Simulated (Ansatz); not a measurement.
The first iterations of a band of C2H7BOS (12 atoms, charge 0, multiplicity 1).

Method: RKS PBE/6-31G (Ansatz 0.2.0).

* movable images: 5
* climbing image: yes
* spring: 5.0 eV/Å²
* optimiser: quadratic models (default)
* start path: through a guess of the saddle point
* force threshold: 0.05 eV/Å
* iteration limit: 60
* end points: relaxed

Image 0:

```xyz
12
Properties=species:S:1:pos:R:3
C -0.817 0.616 0.989
C 0.272 -0.307 0.433
S 1.924 0.736 0.346
B 0.130 -0.784 -1.070
O -0.788 -0.251 -1.958
H -0.569 0.987 1.998
H -0.973 1.503 0.346
H -1.773 0.065 1.059
H 0.476 -1.134 1.133
H 2.740 -0.301 -0.096
H 0.836 -1.644 -1.529
H -1.382 0.459 -1.616
```

Image 6:

```xyz
12
Properties=species:S:1:pos:R:3
C -0.860 0.441 1.191
C 0.243 -0.226 0.344
S 1.603 1.120 -0.023
B -0.335 -0.831 -1.007
O -0.031 -0.306 -2.240
H -0.461 0.822 2.145
H -1.330 1.282 0.652
H -1.651 -0.298 1.412
H 0.744 -1.001 0.953
H 2.659 0.234 -0.217
H -1.099 -1.762 -0.991
H 0.596 0.470 -2.184
```

| iteration | highest image above the first end (eV) | largest band force component (eV/Å) |
| --- | --- | --- |
| 1 | 3.663 | 4.979 |
| 2 | 1.945 | 4.052 |
| 3 | 0.872 | 3.732 |

Problem. Does the band converge within its limit, and where does its top end?

Solution. The forces met the threshold. It ended after 10 iterations with the highest image 0.032 eV above the first end. A vibrational analysis at the climbing image gives one clearly imaginary mode, 118i cm⁻¹: a first-order saddle point. Limits of this set-up: no polarisation functions.

Run time: 4.9 min on 1 thread of AMD EPYC (Zen 3), with other jobs on the host, peak memory 0.13 GiB.
